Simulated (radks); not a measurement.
Species: Pt36+. Configuration: [Kr] 4d6. Calculated with a radial shooting solver on a logarithmic mesh with Libxc functionals: Dirac Kohn-Sham, PBE, spin-unpolarised, spherical densities, point nucleus; open shells are shared between the two j in proportion to 2j + 1.

Normalised radial functions P(r) = r R(r) (large component), r in bohr:

r	3d3/2	4s1/2	4p3/2
0.001802	0.0004	0.2966	0.0114
0.002327	0.0008	0.3482	0.0182
0.003006	0.0014	0.4024	0.0290
0.003883	0.0027	0.4550	0.0457
0.005016	0.0050	0.4993	0.0714
0.006479	0.0093	0.5250	0.1099
0.00837	0.0175	0.5175	0.1663
0.01081	0.0329	0.4590	0.2460
0.01408	0.0625	0.3255	0.3565
0.01819	0.1149	0.1125	0.4897
0.02349	0.2068	-0.1756	0.6356
0.03035	0.3612	-0.4952	0.7608
0.0392	0.6057	-0.7519	0.8053
0.05063	0.9629	-0.8065	0.6881
0.06541	1.4289	-0.5280	0.3393
0.08449	1.9431	0.0939	-0.2292
0.11	2.3781	0.8454	-0.8582
0.1421	2.5159	1.1919	-1.1483
0.1836	2.2409	0.7266	-0.7713
0.2371	1.6099	-0.4629	0.2660
0.3063	0.8846	-1.6213	1.4020
0.3957	0.3470	-1.9224	1.8721
0.5111	0.0885	-1.3242	1.4506
0.6603	0.0130	-0.5449	0.6862
0.8597	0.0009	-0.1180	0.1774
1.111	0.0000	-0.0128	0.0238
1.435	0.0000	-0.0006	0.0013
1.853	0.0000	0.0000	0.0000

3d3/2: eigenvalue -3656.4 eV, 0 radial nodes, <r> = 0.166 bohr, 90 % of the charge inside 0.257 bohr. 4s1/2: eigenvalue -2023.5 eV, 3 radial nodes at r = 0.0202, 0.0818, 0.217 bohr, <r> = 0.383 bohr, 90 % of the charge inside 0.544 bohr. 4p3/2: eigenvalue -1798.4 eV, 2 radial nodes at r = 0.0769, 0.224 bohr, <r> = 0.404 bohr, 90 % of the charge inside 0.578 bohr.
